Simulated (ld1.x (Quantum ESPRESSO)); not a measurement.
Ranking ultrasoft potentials for V

All share these settings but for the change named:

* Element: vanadium
* Generator: ld1.x (Quantum ESPRESSO) 7.5
* Type: ultrasoft
* Functional: PW91
* Relativity: scalar-relativistic
* Frozen core: [Ne] 3s2
* Valence charge: 11
* Reference configuration: 3p6 3d3 4s0 4p0 (charge +2)
* Partial waves: 4s (bound, empty): rcut 1.70, rcutus 2.25 bohr; 4s channel at 1.5 Ry: rcut 1.70, rcutus 2.25 bohr; 3p (bound): rcut 1.35, rcutus 1.65 bohr; 4p (bound, empty): rcut 1.35, rcutus 1.65 bohr; 3d (bound): rcut 1.05, rcutus 1.40 bohr; 3d channel at -1.1 Ry: rcut 1.05, rcutus 1.40 bohr
* Local potential: all-electron potential smoothed inside 1.75 bohr (lloc = -1)
* Core correction: none
* Augmentation charge: PSQ, inside the norm-conserving radii

Test errors are all-electron minus pseudo excitation energies from the reference, over 3p6 3d3 4s2 4p0; 3p6 3d3 4s1 4p0; 3p6 3d2 4s0 4p0; 3p6 3d3 4s0 4p1; 3p6 3d3 4s1.5 4p0; 3p6 3d4 4s0 4p0; 3p6 3d3.5 4s1.5 4p0. None of these files shows a bound ghost.

The base gives 65.8 meV.

Of 8 variants that were run, those that failed, showed a ghost or another fault, or gave nearly equal values are left out.

(1) Rank these variants by their largest absolute test error, smallest first.
A. core correction a·sin(br)/r model core inside 0.58 bohr
B. core correction a·sin(br)/r model core inside 1.64 bohr
C. core correction a·sin(br)/r model core inside 1.50 bohr

Results:

(1) B (25.1 meV), C (28.9 meV), A (34.8 meV).
